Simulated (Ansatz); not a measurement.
Consider the cleavage of the Si–Si bond: `O[SiH2][SiH](S)Cl` + CH₃NH₂ → `CN[SiH](S)Cl` + silanol.

Isolated molecules relaxed with PBE0-D4/def2-TZVP in Ansatz; ΔE leaves out vibrations. CBS: MP2 limit from def2 TZ/QZ plus the TZ coupled-cluster correction, frozen cores. Functionals use def2-TZVPP. Each species was taken in one conformer, which may not be the lowest.

```json
{"species": "`O[SiH2][SiH](S)Cl`", "PBE0-D4 energy (Eh)": "-1515.21200"}
{"species": "CH₃NH₂", "PBE0-D4 energy (Eh)": "-95.78170"}
{"species": "`CN[SiH](S)Cl`", "PBE0-D4 energy (Eh)": "-1244.02535"}
{"species": "`O[SiH3]`", "PBE0-D4 energy (Eh)": "-366.99139"}
```

Q: Work out ΔE.

A: ΔE = (-1244.02535) + (-366.99139) − (-1515.21200) − (-95.78170) = -0.02304 Eh = -60.5 kJ/mol. CCSD(T)/CBS gives -74.8 kJ/mol.

Largest T1 diagnostic among the species: 0.012.

From PBE to PBE0 (25 % exact exchange), in def2-TZVPP and without D4, ΔE moves by −7.6 kJ/mol. In def2-TZVPP, CCSD(T) changes the Hartree–Fock value by +11.8 kJ/mol (the triples alone add +1.8 kJ/mol) and MP2 by +3.5 kJ/mol.
